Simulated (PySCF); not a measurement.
B3LYP has the VWN-RPA correlation part, as in Gaussian. Excitations are Tamm–Dancoff values on a coarser integration grid. The basis has no diffuse functions, so Rydberg states are missing or too high.

Cartesian coordinates (Å):
SMILES: [SH][Al]([I])[I]
```xyz
5

S      1.6527    -0.6913     0.0452
Al    -0.4499    -0.1486    -0.0243
I     -2.1081    -1.9661    -0.1601
I     -1.1560     2.2167     0.0304
H      2.0613     0.5893     0.1088
```
Charge 0, spin multiplicity 1.

Task: What dipole moment, T1 excitation (TDA) and S1 oscillator strength does B3LYP-D3(BJ)/def2-TZVP (PySCF) give?

Result: 
- dipole moment: 0.77 D
- T1 excitation (TDA): 4.59 eV
- S1 oscillator strength: 0.017
